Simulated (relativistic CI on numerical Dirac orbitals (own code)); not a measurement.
**Sensitivity of the levels of Re²⁺ to α and to the nuclear radius**

Calculated at this level of theory: Dirac-Coulomb-Breit CI, separate exchange-only KLI orbitals for each configuration, valence Slater integrals scaled by 0.85, P86 correlation energy added to each configuration, derivatives by finite differences, QED left out (own radial code, finite nucleus).

Configuration list (outside the closed core [Xe] 4f14): 5d⁵, 5d⁴6s, 5d³6s², 5d⁴6p, 5d³6s6p, 5d⁴6d. Levels of other configurations are missing.

With x = (α/α₀)² − 1 an excitation energy changes as ω = ω₀ + qx; K = 2q/ω₀ is the relative enhancement. Terms are leading LS components, so labels can repeat. The field-shift factor is F = δν/δ⟨r²⟩ for the transition from the lowest level.

Lowest level 5d⁵ ⁶S5/2.

```tsv
Level	ω₀ (cm⁻¹)	q (cm⁻¹)	K	F (GHz/fm²)
5d⁵ ⁴G5/2	15382.4	-7904	-1.03	4.49
5d⁵ ⁴P1/2	17282.3	-23390	-2.71	30.4
5d⁵ ⁴P3/2	17346.0	-9550	-1.1	11.9
5d⁵ ⁴G7/2	17974.2	-3101	-0.345	3.4
5d⁵ ⁴G5/2	18098.4	-3853	-0.426	5.8
5d⁵ ⁴G11/2	18836.7	-1289	-0.137	2.51
5d⁵ ⁴G9/2	19069.0	-1016	-0.107	3.05
5d⁴6s ⁶D1/2	20413.1	-21750	-2.13	31.9
5d⁴6s ⁶D3/2	20940.9	-32940	-3.15	48.5
5d⁵ ⁴D7/2	21595.3	-4031	-0.373	8.7
5d⁴6s ⁶D5/2	22356.8	-17040	-1.52	27.2
5d⁵ ⁴D1/2	22980.1	-6622	-0.576	14.9
5d⁴6s ⁶D5/2	23168.4	-22900	-1.98	36.6
```

For a near-neutral ion this model can misplace configurations by up to about 10,000 cm⁻¹ (more where the count of f electrons changes) and terms by 10 to 25 % of their spread. Rates follow the energies as ν³ (E1, M1) or ν⁵ (E2), so they and the lifetimes can be off by large factors. The fine structure of a lone outer electron comes out too small, for d and f at times inverted, and misplaced configurations move strength between like terms.
